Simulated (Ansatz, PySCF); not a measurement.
Dissociation curve of Mg2, singlet.

Levels: UKS-r2SCAN = unrestricted r2SCAN/cc-pVTZ run with PySCF; RKS-r2SCAN = restricted r2SCAN/cc-pVTZ (PySCF 2.14.0); UKS-PBE0 = unrestricted PBE0/cc-pVTZ in PySCF; RKS-PBE0 = restricted PBE0/cc-pVTZ run with PySCF; UKS-PBE = Ansatz (a program for electronic structure) with unrestricted PBE/cc-pVTZ; RKS-PBE = Ansatz with restricted PBE/cc-pVTZ; UKS-B3LYP/6-31G* = PySCF with unrestricted B3LYP/6-31G*, spherical d; RKS-B3LYP/6-31G* = restricted B3LYP/6-31G*, spherical d (PySCF).

Scanned distances (Å): 2.72, 2.86, 3.03, 3.30, 3.42, 3.50, 3.60, 3.68, 3.83, 3.97, 4.16, 4.52, 4.82, 5.39, 5.95, 6.47, 7.14, 7.90, 8.73, 9.84, 10.77.

Task: Where does the unrestricted solution first break spin symmetry (<S²> of 0.01 or more)?

Result: UKS-r2SCAN: at none of the points with a result; UKS-PBE0: at none of the points with a result; UKS-PBE: at none of the points with a result; UKS-B3LYP/6-31G*: at none of the points with a result.

```json
[
 {"R / Å": "2.72", "<S²> UKS-r2SCAN": "0.00", "E(RKS-r2SCAN) − E(UKS-r2SCAN) / kJ/mol": "0.0", "<S²> UKS-PBE0": "0.00", "E(RKS-PBE0) − E(UKS-PBE0) / kJ/mol": "0.0", "<S²> UKS-PBE": "0.00", "E(RKS-PBE) − E(UKS-PBE) / kJ/mol": "0.0", "<S²> UKS-B3LYP/6-31G*": "0.00", "E(RKS-B3LYP/6-31G*) − E(UKS-B3LYP/6-31G*) / kJ/mol": "0.0"},
 {"R / Å": "2.86", "<S²> UKS-r2SCAN": "0.00", "E(RKS-r2SCAN) − E(UKS-r2SCAN) / kJ/mol": "0.0", "<S²> UKS-PBE0": "0.00", "E(RKS-PBE0) − E(UKS-PBE0) / kJ/mol": "0.0", "<S²> UKS-PBE": "0.00", "E(RKS-PBE) − E(UKS-PBE) / kJ/mol": "0.0", "<S²> UKS-B3LYP/6-31G*": "0.00", "E(RKS-B3LYP/6-31G*) − E(UKS-B3LYP/6-31G*) / kJ/mol": "0.0"},
 {"R / Å": "3.03", "<S²> UKS-r2SCAN": "0.00", "E(RKS-r2SCAN) − E(UKS-r2SCAN) / kJ/mol": "0.0", "<S²> UKS-PBE0": "0.00", "E(RKS-PBE0) − E(UKS-PBE0) / kJ/mol": "0.0", "<S²> UKS-PBE": "0.00", "E(RKS-PBE) − E(UKS-PBE) / kJ/mol": "0.0", "<S²> UKS-B3LYP/6-31G*": "0.00", "E(RKS-B3LYP/6-31G*) − E(UKS-B3LYP/6-31G*) / kJ/mol": "0.0"},
 {"R / Å": "3.30", "<S²> UKS-r2SCAN": "0.00", "E(RKS-r2SCAN) − E(UKS-r2SCAN) / kJ/mol": "0.0", "<S²> UKS-PBE0": "0.00", "E(RKS-PBE0) − E(UKS-PBE0) / kJ/mol": "0.0", "<S²> UKS-PBE": "0.00", "E(RKS-PBE) − E(UKS-PBE) / kJ/mol": "0.0", "<S²> UKS-B3LYP/6-31G*": "0.00", "E(RKS-B3LYP/6-31G*) − E(UKS-B3LYP/6-31G*) / kJ/mol": "0.0"},
 {"R / Å": "3.42", "<S²> UKS-r2SCAN": "0.00", "E(RKS-r2SCAN) − E(UKS-r2SCAN) / kJ/mol": "0.0", "<S²> UKS-PBE0": "0.00", "E(RKS-PBE0) − E(UKS-PBE0) / kJ/mol": "0.0", "<S²> UKS-PBE": "0.00", "E(RKS-PBE) − E(UKS-PBE) / kJ/mol": "0.0", "<S²> UKS-B3LYP/6-31G*": "0.00", "E(RKS-B3LYP/6-31G*) − E(UKS-B3LYP/6-31G*) / kJ/mol": "0.0"},
 {"R / Å": "3.50", "<S²> UKS-r2SCAN": "0.00", "E(RKS-r2SCAN) − E(UKS-r2SCAN) / kJ/mol": "0.0", "<S²> UKS-PBE0": "0.00", "E(RKS-PBE0) − E(UKS-PBE0) / kJ/mol": "0.0", "<S²> UKS-PBE": "0.00", "E(RKS-PBE) − E(UKS-PBE) / kJ/mol": "0.0", "<S²> UKS-B3LYP/6-31G*": "0.00", "E(RKS-B3LYP/6-31G*) − E(UKS-B3LYP/6-31G*) / kJ/mol": "0.0"},
 {"R / Å": "3.60", "<S²> UKS-r2SCAN": "0.00", "E(RKS-r2SCAN) − E(UKS-r2SCAN) / kJ/mol": "0.0", "<S²> UKS-PBE0": "0.00", "E(RKS-PBE0) − E(UKS-PBE0) / kJ/mol": "0.0", "<S²> UKS-PBE": "0.00", "E(RKS-PBE) − E(UKS-PBE) / kJ/mol": "0.0", "<S²> UKS-B3LYP/6-31G*": "0.00", "E(RKS-B3LYP/6-31G*) − E(UKS-B3LYP/6-31G*) / kJ/mol": "0.0"},
 {"R / Å": "3.68", "<S²> UKS-r2SCAN": "0.00", "E(RKS-r2SCAN) − E(UKS-r2SCAN) / kJ/mol": "0.0", "<S²> UKS-PBE0": "0.00", "E(RKS-PBE0) − E(UKS-PBE0) / kJ/mol": "0.0", "<S²> UKS-PBE": "0.00", "E(RKS-PBE) − E(UKS-PBE) / kJ/mol": "0.0", "<S²> UKS-B3LYP/6-31G*": "0.00", "E(RKS-B3LYP/6-31G*) − E(UKS-B3LYP/6-31G*) / kJ/mol": "0.0"},
 {"R / Å": "3.83", "<S²> UKS-r2SCAN": "0.00", "E(RKS-r2SCAN) − E(UKS-r2SCAN) / kJ/mol": "0.0", "<S²> UKS-PBE0": "0.00", "E(RKS-PBE0) − E(UKS-PBE0) / kJ/mol": "0.0", "<S²> UKS-PBE": "0.00", "E(RKS-PBE) − E(UKS-PBE) / kJ/mol": "0.0", "<S²> UKS-B3LYP/6-31G*": "0.00", "E(RKS-B3LYP/6-31G*) − E(UKS-B3LYP/6-31G*) / kJ/mol": "0.0"},
 {"R / Å": "3.97", "<S²> UKS-r2SCAN": "0.00", "E(RKS-r2SCAN) − E(UKS-r2SCAN) / kJ/mol": "0.0", "<S²> UKS-PBE0": "0.00", "E(RKS-PBE0) − E(UKS-PBE0) / kJ/mol": "0.0", "<S²> UKS-PBE": "0.00", "E(RKS-PBE) − E(UKS-PBE) / kJ/mol": "0.0", "<S²> UKS-B3LYP/6-31G*": "0.00", "E(RKS-B3LYP/6-31G*) − E(UKS-B3LYP/6-31G*) / kJ/mol": "0.0"},
 {"R / Å": "4.16", "<S²> UKS-r2SCAN": "0.00", "E(RKS-r2SCAN) − E(UKS-r2SCAN) / kJ/mol": "0.0", "<S²> UKS-PBE0": "0.00", "E(RKS-PBE0) − E(UKS-PBE0) / kJ/mol": "0.0", "<S²> UKS-PBE": "0.00", "E(RKS-PBE) − E(UKS-PBE) / kJ/mol": "0.0", "<S²> UKS-B3LYP/6-31G*": "0.00", "E(RKS-B3LYP/6-31G*) − E(UKS-B3LYP/6-31G*) / kJ/mol": "0.0"},
 {"R / Å": "4.52", "<S²> UKS-r2SCAN": "0.00", "E(RKS-r2SCAN) − E(UKS-r2SCAN) / kJ/mol": "0.0", "<S²> UKS-PBE0": "0.00", "E(RKS-PBE0) − E(UKS-PBE0) / kJ/mol": "0.0", "<S²> UKS-PBE": "0.00", "E(RKS-PBE) − E(UKS-PBE) / kJ/mol": "0.0", "<S²> UKS-B3LYP/6-31G*": "0.00", "E(RKS-B3LYP/6-31G*) − E(UKS-B3LYP/6-31G*) / kJ/mol": "0.0"},
 {"R / Å": "4.82", "<S²> UKS-r2SCAN": "0.00", "E(RKS-r2SCAN) − E(UKS-r2SCAN) / kJ/mol": "0.0", "<S²> UKS-PBE0": "0.00", "E(RKS-PBE0) − E(UKS-PBE0) / kJ/mol": "0.0", "<S²> UKS-PBE": "0.00", "E(RKS-PBE) − E(UKS-PBE) / kJ/mol": "0.0", "<S²> UKS-B3LYP/6-31G*": "0.00", "E(RKS-B3LYP/6-31G*) − E(UKS-B3LYP/6-31G*) / kJ/mol": "0.0"},
 {"R / Å": "5.39", "<S²> UKS-r2SCAN": "0.00", "E(RKS-r2SCAN) − E(UKS-r2SCAN) / kJ/mol": "0.0", "<S²> UKS-PBE0": "0.00", "E(RKS-PBE0) − E(UKS-PBE0) / kJ/mol": "0.0", "<S²> UKS-PBE": "0.00", "E(RKS-PBE) − E(UKS-PBE) / kJ/mol": "0.0", "<S²> UKS-B3LYP/6-31G*": "0.00", "E(RKS-B3LYP/6-31G*) − E(UKS-B3LYP/6-31G*) / kJ/mol": "0.0"},
 {"R / Å": "5.95", "<S²> UKS-r2SCAN": "0.00", "E(RKS-r2SCAN) − E(UKS-r2SCAN) / kJ/mol": "0.0", "<S²> UKS-PBE0": "0.00", "E(RKS-PBE0) − E(UKS-PBE0) / kJ/mol": "0.0", "<S²> UKS-PBE": "0.00", "E(RKS-PBE) − E(UKS-PBE) / kJ/mol": "0.0", "<S²> UKS-B3LYP/6-31G*": "0.00", "E(RKS-B3LYP/6-31G*) − E(UKS-B3LYP/6-31G*) / kJ/mol": "0.0"},
 {"R / Å": "6.47", "<S²> UKS-r2SCAN": "0.00", "E(RKS-r2SCAN) − E(UKS-r2SCAN) / kJ/mol": "0.0", "<S²> UKS-PBE0": "0.00", "E(RKS-PBE0) − E(UKS-PBE0) / kJ/mol": "0.0", "<S²> UKS-PBE": "0.00", "E(RKS-PBE) − E(UKS-PBE) / kJ/mol": "0.0", "<S²> UKS-B3LYP/6-31G*": "0.00", "E(RKS-B3LYP/6-31G*) − E(UKS-B3LYP/6-31G*) / kJ/mol": "0.0"},
 {"R / Å": "7.14", "<S²> UKS-r2SCAN": "0.00", "E(RKS-r2SCAN) − E(UKS-r2SCAN) / kJ/mol": "0.0", "<S²> UKS-PBE0": "0.00", "E(RKS-PBE0) − E(UKS-PBE0) / kJ/mol": "0.0", "<S²> UKS-PBE": "0.00", "E(RKS-PBE) − E(UKS-PBE) / kJ/mol": "0.0", "<S²> UKS-B3LYP/6-31G*": "0.00", "E(RKS-B3LYP/6-31G*) − E(UKS-B3LYP/6-31G*) / kJ/mol": "0.0"},
 {"R / Å": "7.90", "<S²> UKS-r2SCAN": "0.00", "E(RKS-r2SCAN) − E(UKS-r2SCAN) / kJ/mol": "0.0", "<S²> UKS-PBE0": "0.00", "E(RKS-PBE0) − E(UKS-PBE0) / kJ/mol": "0.0", "<S²> UKS-PBE": "0.00", "E(RKS-PBE) − E(UKS-PBE) / kJ/mol": "0.0", "<S²> UKS-B3LYP/6-31G*": "0.00", "E(RKS-B3LYP/6-31G*) − E(UKS-B3LYP/6-31G*) / kJ/mol": "0.0"},
 {"R / Å": "8.73", "<S²> UKS-r2SCAN": "0.00", "E(RKS-r2SCAN) − E(UKS-r2SCAN) / kJ/mol": "0.0", "<S²> UKS-PBE0": "0.00", "E(RKS-PBE0) − E(UKS-PBE0) / kJ/mol": "0.0", "<S²> UKS-PBE": "0.00", "E(RKS-PBE) − E(UKS-PBE) / kJ/mol": "0.0", "<S²> UKS-B3LYP/6-31G*": "0.00", "E(RKS-B3LYP/6-31G*) − E(UKS-B3LYP/6-31G*) / kJ/mol": "0.0"},
 {"R / Å": "9.84", "<S²> UKS-r2SCAN": "0.00", "E(RKS-r2SCAN) − E(UKS-r2SCAN) / kJ/mol": "0.0", "<S²> UKS-PBE0": "0.00", "E(RKS-PBE0) − E(UKS-PBE0) / kJ/mol": "0.0", "<S²> UKS-PBE": "0.00", "E(RKS-PBE) − E(UKS-PBE) / kJ/mol": "0.0", "<S²> UKS-B3LYP/6-31G*": "0.00", "E(RKS-B3LYP/6-31G*) − E(UKS-B3LYP/6-31G*) / kJ/mol": "0.0"},
 {"R / Å": "10.77", "<S²> UKS-r2SCAN": "0.00", "E(RKS-r2SCAN) − E(UKS-r2SCAN) / kJ/mol": "0.0", "<S²> UKS-PBE0": "0.00", "E(RKS-PBE0) − E(UKS-PBE0) / kJ/mol": "0.0", "<S²> UKS-PBE": "0.00", "E(RKS-PBE) − E(UKS-PBE) / kJ/mol": "0.0", "<S²> UKS-B3LYP/6-31G*": "0.00", "E(RKS-B3LYP/6-31G*) − E(UKS-B3LYP/6-31G*) / kJ/mol": "0.0"}
]
```
